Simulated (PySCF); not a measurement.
ZrBr₃, SMILES [Br][Zr]([Br])[Br] (connectivity only; charge and spin as stated), neutral, multiplicity 2.

Geometry optimised at B3LYP-D3(BJ)/def2-SVP. The multiplicity is an assumed one; other spin states were not compared. The def2 effective core potentials stand for the cores of Zr; spin–orbit coupling is left out.

Computed with B3LYP-D3(BJ)/def2-SVP in PySCF 2.14.0.

Frequencies are harmonic and unscaled.

Modes within 1.5 cm⁻¹ of each other (mostly degenerate sets) share a row, with their intensities summed.

Estimate the vibrational spectrum. (The exact figures need the calculation; the answer reports its results.)


```tsv
mode	ν (cm⁻¹)	IR (km/mol)	moving atoms (share of kinetic energy)
1	49	4.2	Zr 72 %, Br 28 %
2–3	56	0.6	Br 87 %, Zr 13 %
4	218	0.0	Br 100 %
5–6	317	136.2	Zr 60 %, Br 40 %
```
